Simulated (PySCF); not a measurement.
Where the electron goes

Me3Si(SMe), C4H12SSi.
Cartesian coordinates in Å at the GFN2-xTB level; atoms count from 1:
```xyz
18
C4H12SSi angstrom
C      2.4202    0.6775    0.5237
S      1.0843   -0.2422    1.3510
Si    -0.4415   -0.2259   -0.2035
C     -0.8358    1.5776   -0.6846
C     -1.9427   -1.0802    0.5817
C      0.1949   -1.1844   -1.7261
H      2.0831    1.6822    0.2911
H      3.2486    0.7197    1.2226
H      2.7231    0.1556   -0.3781
H     -1.7115    1.6221   -1.3245
H     -0.0135    2.0378   -1.2257
H     -1.0376    2.1865    0.1923
H     -2.7800   -1.0997   -0.1080
H     -1.7102   -2.1042    0.8557
H     -2.2621   -0.5656    1.4821
H     -0.5923   -1.3066   -2.4640
H      1.0192   -0.6684   -2.2119
H      0.5451   -2.1754   -1.4501
```

Level of theory: TDDFT CAM-B3LYP/def2-SVPD, vertical, gas phase, core orbitals frozen in the response (PySCF 2.14.0, density-fitted response routines).

Frontier orbitals with the atoms that hold most of them (Löwdin shares over 4%, at most four atoms; ? is withheld):

| orbital | ε (eV) | atoms |
| --- | --- | --- |
| LUMO+2 | 1.79 | S2 64%, H8 5%, C1 4%, Si3 4% |
| LUMO+1 | 1.34 | S2 39%, C5 11%, C1 8%, H13 6% |
| LUMO | ? | S2 15%, Si3 11%, C4 10%, C6 9% |
| HOMO | -7.79 | ? |
| HOMO-1 | -9.29 | ? |
| HOMO-2 | -10.11 | C5 36%, Si3 21%, C4 9%, C6 6% |
| HOMO-3 | -10.23 | C6 27%, C4 23%, Si3 21%, H18 5% |

(1) Give the leading atoms of the HOMO.

(2) Which atoms hold the HOMO-1, and with what shares?

(3) What is the LUMO energy, and the HOMO–LUMO gap?

Results:

(1) S2 (bonded to C and Si) 71%; C1 (bonded to S and 3 H) 10%; Si3 (bonded to 3 C and S) 6%.

(2) S2 (bonded to C and Si) 57%; Si3 (bonded to 3 C and S) 13%; C1 (bonded to S and 3 H) 9%; C4 (bonded to Si and 3 H) 5%. By element: sulfur 57%, carbon 15% or more, silicon 13%.

(3) ε(LUMO) = 1.07 eV; the gap is 8.86 eV (0.3255 hartree).

Question: How does S1 compare with the orbital gap of 8.86 eV?

Answer: S1 is at 5.63 eV (f = 0.0041), 3.23 eV below the gap, made of HOMO→LUMO+1 (52%), HOMO→LUMO (29%). Its leading pair isn't HOMO and LUMO; the energies of that pair differ by 9.13 eV. 

Next come S2 at 6.28 eV (f 0.050), HOMO→LUMO (43%), HOMO→LUMO+2 (25%), HOMO→LUMO+1 (20%); S3 at 6.74 eV (f 0.0000), HOMO→LUMO+2 (57%), HOMO→LUMO (21%), HOMO→LUMO+4 (11%); S4 at 7.16 eV (f 0.0087), HOMO→LUMO+3 (86%); S5 at 7.36 eV (f 0.0090), HOMO-1→LUMO+1 (37%), HOMO-1→LUMO (29%), HOMO→LUMO+5 (18%).

On one thread, x86-64 server, no GPU (shared host), this took 48 s of wall time.
